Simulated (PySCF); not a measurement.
C₃H₅ClOSi, SMILES O1C=C[Si@@H](Cl)C1. Geometry: PBE-D3(BJ)/def2-SVP. The structure was generated by enumeration; whether it is a known compound was not checked. One conformer was computed; it need not be the lowest.

Level of theory: PBE-D3(BJ)/def2-SVP run with PySCF.

Harmonic wavenumbers (cm⁻¹): 96, 154, 219, 407, 461, 541, 612, 654, 710, 722, 741, 830, 843, 901, 931, 1006, 1150, 1168, 1250, 1295, 1384, 1571, 2186, 2990, 3059, 3109, 3179. Rotational constants (GHz): 4.912, 1.514, 1.358; symmetry number 1.

Q: Work out the zero-point energy and the ideal-gas rigid-rotor harmonic-oscillator thermochemistry at 298.15 K and 1 atm.

A: ZPE = ½ Σ hcν = ½ × 32169 cm⁻¹ = 192.41 kJ/mol. H − E(el) = 211.81 kJ/mol. Entropy in J/(mol K): translation 168.52, rotation 116.55, vibration 54.03, total 339.10. G − E(el) = 110.71 kJ/mol. Cp = 105.94 J/(mol K). Modes under 150 cm⁻¹ make the vibrational entropy uncertain.
